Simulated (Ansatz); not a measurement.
Process, species as SMILES: C=N (CH3N) → C=[N] (CH2N) + H atom (the H-N bond breaks)

Property: bond dissociation energy (enthalpy at 298 K), in kcal/mol. Terms: LANL2DZ all-electron up to Ne; 6-31G* and kin with 6d, 5d where marked; UHF or UKS for open shells; no dispersion term unless named; spin-orbit terms left out; non-relativistic; 6-311+G** with 5d. First-principles rows: single points at B3LYP-D3(BJ) geometries (Ansatz, a program for electronic structure), with unscaled harmonic terms from B3LYP/6-31G* at its own minima.

Measured values: Active Thermochemical Tables 1.112 (ions: stationary electron), as tabulated in the package chemicals; they hold spin-orbit and core effects, anharmonicity. 

Value to compare with, the measured value: 87.9 kcal/mol.

```json
[
 {"level": "B3LYP/STO-3G", "program": "Ansatz", "bond dissociation energy (enthalpy at 298 K) (kcal/mol)": "95.4", "error": "7.5"},
 {"level": "B3LYP/3-21G", "program": "Ansatz", "bond dissociation energy (enthalpy at 298 K) (kcal/mol)": "81.3", "error": "-6.6"},
 {"level": "B3LYP/LANL2DZ", "program": "Ansatz", "bond dissociation energy (enthalpy at 298 K) (kcal/mol)": "83.4", "error": "-4.5"},
 {"level": "B3LYP/6-31G", "program": "Ansatz", "bond dissociation energy (enthalpy at 298 K) (kcal/mol)": "80.4", "error": "-7.5"},
 {"level": "B3LYP/6-31G*", "program": "Ansatz", "bond dissociation energy (enthalpy at 298 K) (kcal/mol)": "83.0", "error": "-4.9"},
 {"level": "B3LYP/6-31+G*", "program": "Ansatz", "bond dissociation energy (enthalpy at 298 K) (kcal/mol)": "83.2", "error": "-4.7"},
 {"level": "B3LYP/6-31G**", "program": "Ansatz", "bond dissociation energy (enthalpy at 298 K) (kcal/mol)": "85.0", "error": "-2.9"},
 {"level": "B3LYP/def2-SVP", "program": "Ansatz", "bond dissociation energy (enthalpy at 298 K) (kcal/mol)": "84.2", "error": "-3.7"},
 {"level": "B3LYP/cc-pVDZ", "program": "Ansatz", "bond dissociation energy (enthalpy at 298 K) (kcal/mol)": "83.0", "error": "-4.9"},
 {"level": "B3LYP/6-311+G**", "program": "Ansatz", "bond dissociation energy (enthalpy at 298 K) (kcal/mol)": "84.7", "error": "-3.2"},
 {"level": "B3LYP/def2-TZVPD", "program": "Ansatz", "bond dissociation energy (enthalpy at 298 K) (kcal/mol)": "84.9", "error": "-3.0"}
]
```

1 of the 10 habitual levels lie above the measured value; their mean absolute error is 5.0 kcal/mol, the median 4.8.

The sets are all those run for this method; runs whose electronic state is in doubt are left out.
